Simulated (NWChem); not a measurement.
Correlation energy of HO3S

```xyz
5

O     -0.3690     1.4358     0.1278
S     -0.1546     0.0109    -0.2681
O     -0.9912    -1.1073     0.2360
O      1.4266    -0.4045     0.1582
H      1.9414     0.4330     0.1137
```
Charge 0, spin multiplicity 2.

Program: NWChem. The geometry was optimised at UPBE/def2-SVP, a minimum by its harmonic frequencies. It is one conformer; others weren't searched.

Basis set: def2-SVP. Each correlation energy counts from its own Hartree-Fock reference.

The correlated methods keep 8 core orbitals frozen. The structure started from a generated list of species. No SCF solution was tested for a lower state. Open-shell Hartree-Fock references start from PBE0 orbitals. Coupled-cluster values serve here as a point of comparison, not as the truth.

| method | correlation energy (mHa) |
|---|---|
| UMP2 | -701.3 |
| SCS-UMP2 | ___ |
| CCSD on ROHF | ___ |
| CCSD[T] on ROHF | ___ |
| CCSD(T) on ROHF | -743.6 |

Task: What belongs in the gaps?

Result: 
- SCS-UMP2, correlation energy (mHa): -671.2
- CCSD on ROHF, correlation energy (mHa): -717.2
- CCSD[T] on ROHF, correlation energy (mHa): -746.9
